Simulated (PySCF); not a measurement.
C₃H₈BCl. Atoms are numbered in the order given.

```xyz
13

B     -0.5104     0.7417     0.2550
Cl     0.6622     1.6837    -0.6536
H     -1.2721     1.3701     0.9508
C     -0.5979    -0.8199     0.1325
C     -0.8978    -1.4726     1.4933
C      0.5609    -1.5052    -0.5968
H     -1.5167    -0.9315    -0.4873
H     -1.1104    -2.5481     1.3786
H     -0.0341    -1.3805     2.1732
H     -1.7635    -1.0063     1.9894
H      0.7321    -1.0669    -1.5914
H      0.3687    -2.5831    -0.7243
H      1.4993    -1.3990    -0.0273
```

Coordinates come from a ωB97X-D3(BJ)/def2-SVP optimisation. Other conformers were not sampled.

The numbers are results of PySCF with KT2/pcSseg-1, not measurements.

GIAO shieldings, no solvent; atoms listed in one row are averaged. δ = σ(ref) − σ: ¹¹B against BF3 (σ = 89.8 ppm); ³⁵Cl against HCl (σ = 945.4 ppm); ¹H against TMS (σ = 31.47 ppm); ¹³C against TMS (σ = 185.1 ppm), references at their B3LYP-D3(BJ)/def2-TZVP geometries, non-relativistic (without spin–orbit terms, shifts of atoms bonded to Cl or Br come out too high).

```
nucleus          atoms  count  δ (ppm)
-------  -------------  -----  -------
¹¹B                 B1      1     61.7
³⁵Cl               Cl2      1    310.4
¹H                  H3      1     7.16
¹H         H8, H9, H10      3     1.55
¹H       H11, H12, H13      3     1.46
¹H                  H7      1     1.41
¹³C                 C4      1     37.7
¹³C             C5, C6      2     20.7
```
